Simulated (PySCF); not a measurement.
# Spin states of ZnTe

Unrestricted PBE0; Zn def2-SVP, Te def2-SVP with ECP28; scalar-relativistic core potentials (PySCF 2.14). Outer shells of the fragments: Zn 3d10 4s2; Te 4d10 5s2 5p4.

Followed along the bond (rough minima from three points):

```csv
2Ms+1,unpaired,⟨S²⟩ at the start,R at minimum (Å),Te (eV)
1,none,0.00,2.37,0.00
3,"σ ↑, π ↑",2.01,2.61,0.08
1,"σ ↑, π ↓",1.01,2.59,0.19
```

Solutions found at the starting distance of 2.510 Å, counted from the lowest of them; the search is not exhaustive and high or unbound solutions are not listed, so other states can lie among these:

| 2Ms+1 | unpaired | term | E (eV) | ⟨S²⟩ | ⟨Lz²⟩ | μ (D) |
| --- | --- | --- | --- | --- | --- | --- |
| 1 | none | ¹Σ⁺ | 0.00 | 0.00 | 0.00 | -5.57 |
| 3 | σ ↑, π ↑ | ³Π | 0.00 | 2.01 | 1.01 | -1.91 |
| 1 | σ ↑, π ↓ | mixed | 0.12 | 1.01 | 1.01 | -2.04 |
| 3 | π ↑↑ | ³Σ⁻ | 2.10 | 2.00 | 0.00 | 3.96 |
| 3 | σ ↑↑ | ³Σ⁺ | 2.25 | 2.01 | 0.00 | -3.66 |
| 1 | π ↑↓ | mixed | 2.46 | 1.01 | 2.01 | 3.93 |

A term symbol is given only where ⟨S²⟩ and ⟨Lz²⟩ are close to those of a pure state; real π, δ and φ orbitals otherwise mix terms. A positive dipole means Zn(−)Te(+).

Problem. Compare the gap between the two lowest followed solutions at the starting distance with the gap between their minima.

Solution. At PBE0 the second solution (triplet, unpaired electrons σ ↑, π ↑) lies +0.00 eV from the first (singlet, closed shell) at 2.510 Å and +0.08 eV at the minima; the two curves relax by different amounts, since their minima lie near 2.61 and 2.37 Å.

Spin–orbit coupling is left out. Counting both spins, an empty level lies below a filled one in some of these solutions, because spin and occupation are held.
